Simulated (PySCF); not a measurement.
**Electric field gradients and quadrupole coupling constants**

Compound: C₄H₁₁F₃OSi₂.
Geometry (GFN2-xTB, Å), atoms numbered from 1 in this order:
```xyz
21
C4H11F3OSi2 angstrom
C     -2.727   -1.415   -0.109
Si    -1.474   -0.220    0.693
Si    -2.024    2.021    0.460
C      0.192   -0.509   -0.216
O      1.054    0.521    0.266
C      2.273    0.633   -0.389
C      3.215   -0.554   -0.144
F      2.957   -1.602   -0.942
F      4.489   -0.206   -0.390
F      3.169   -1.003    1.112
H     -2.877   -1.191   -1.162
H     -3.694   -1.344    0.378
H     -2.402   -2.451   -0.041
H     -1.255   -0.670    2.079
H     -0.976    2.942    0.900
H     -2.326    2.377   -0.934
H     -3.231    2.354    1.225
H      0.093   -0.424   -1.306
H      0.617   -1.495   -0.004
H      2.153    0.726   -1.481
H      2.764    1.526    0.006
```

Field gradients from the PBE0/pcSseg-1 density (PySCF, non-relativistic), principal values in atomic units, ordered |Vxx| ≤ |Vyy| ≤ |Vzz|:

```json
{"atom": "O5", "Vxx": "-0.0505", "Vyy": "-1.9958", "Vzz": "2.0463"}
```

Problem. Find the asymmetry η = (Vxx − Vyy)/Vzz and the couplings χ = eQV/h (234.96 MHz × Q in barn × V in au), with Q(17O) = −0.0256 b.

Solution. 
```tsv
atom	environment	nucleus	η	χzz (MHz)	χxx (MHz)	χyy (MHz)
O5	ether oxygen	17O	0.95	-12.31	0.30	12.01
```

At O5 η is above 0.9: Vyy and Vzz are nearly equal in size and opposite in sign, so a small change could swap them and flip the sign of χzz. The tensor is traceless: Vxx + Vyy + Vzz = 0.

Problem. What is Vzz at O5 in SI units (1 au = 9.71736 × 10²¹ V/m²)?

Solution. 2.0463 au = 19.885 × 10²¹ V/m².

Problem. And the gradient at the other heavy atoms, for which no coupling is worked out here?

Solution. 
```csv
atom,environment,Vzz (au),η
C1,Si-methyl carbon,-0.032,0.16
Si2,SiH silicon,0.134,0.77
Si3,SiH3 silicon,-0.045,0.59
C4,sp3 carbon bound to oxygen,0.445,0.28
C6,sp3 carbon bound to oxygen,0.296,0.71
C7,CF3 carbon,-0.468,0.04
F8,fluorine of a CF3 group,2.879,0.06
F9,fluorine of a CF3 group,2.879,0.04
F10,fluorine of a CF3 group,2.894,0.06
```

Problem. What couplings would deuterons (Q(2H) = 0.00286 b) have in place of the hydrogens, at this geometry?

Solution. 
```json
{"atom": "H11", "bonded to": "C1", "bond length (Å)": "1.087", "Vzz (au)": "0.3225", "η": "0.01", "χzz (kHz)": "217"}
{"atom": "H12", "bonded to": "C1", "bond length (Å)": "1.085", "Vzz (au)": "0.3262", "η": "0.01", "χzz (kHz)": "219"}
{"atom": "H13", "bonded to": "C1", "bond length (Å)": "1.087", "Vzz (au)": "0.3232", "η": "0.01", "χzz (kHz)": "217"}
{"atom": "H14", "bonded to": "Si2", "bond length (Å)": "1.474", "Vzz (au)": "0.1563", "η": "0.01", "χzz (kHz)": "105"}
{"atom": "H15", "bonded to": "Si3", "bond length (Å)": "1.463", "Vzz (au)": "0.1659", "η": "0.02", "χzz (kHz)": "112"}
{"atom": "H16", "bonded to": "Si3", "bond length (Å)": "1.470", "Vzz (au)": "0.1606", "η": "0.00", "χzz (kHz)": "108"}
{"atom": "H17", "bonded to": "Si3", "bond length (Å)": "1.467", "Vzz (au)": "0.1627", "η": "0.00", "χzz (kHz)": "109"}
{"atom": "H18", "bonded to": "C4", "bond length (Å)": "1.097", "Vzz (au)": "0.2931", "η": "0.10", "χzz (kHz)": "197"}
{"atom": "H19", "bonded to": "C4", "bond length (Å)": "1.094", "Vzz (au)": "0.2952", "η": "0.11", "χzz (kHz)": "198"}
{"atom": "H20", "bonded to": "C6", "bond length (Å)": "1.102", "Vzz (au)": "0.2737", "η": "0.07", "χzz (kHz)": "184"}
{"atom": "H21", "bonded to": "C6", "bond length (Å)": "1.094", "Vzz (au)": "0.2885", "η": "0.05", "χzz (kHz)": "194"}
```

One conformer (not necessarily the lowest) at the GFN2-xTB geometry, without solvent, vibrations or thermal averaging. GFN2-xTB frequencies show an imaginary mode (21i cm⁻¹), so this geometry is no minimum at that level. GFN2-xTB bond lengths can be off by several hundredths of an ångström, more for odd bonds, and the gradients follow them. The small basis limits the accuracy of the gradients.

The run behind these numbers computed NMR shieldings as well. The run took 75 s wall (grids of density and orbitals included) on one thread of an Arm Neoverse V1, no GPU, shared host with 32 logical CPUs at a one-minute load of 20, and the process peaked at 1.1 GiB of memory.
